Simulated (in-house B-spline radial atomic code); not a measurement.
P⁺: [Ne] 3s2 3p2

All numbers are computed (non-relativistic LDA exchange-only, spin-polarised, spherical fractional occupations; point nucleus) with a B-spline radial code for spherical atoms, not measured.

Effective charges: Z_r = [3n² - l(l+1)]/(2<r>) from the radius, Z_e = n√(-2ε) from the energy, and Slater's rules. Values are occupation-weighted means over spin.

```
shell  electrons   ε (eV)  <r> (bohr)    Z_r    Z_e  Slater
   1s          2    -2078      0.1043  14.38  12.36   14.70
   2s          2  -180.78      0.5242  11.45   7.29   10.85
   2p          6  -133.09       0.487  10.27   6.26   10.85
   3s          2  -21.607       1.834   7.36   3.78    5.15
   3p          2  -14.081        2.14   5.84   3.05    5.15
```

The least bound orbital is 3p up at -14.08 eV, and it is also the most diffuse (<r> = 2.14 bohr).
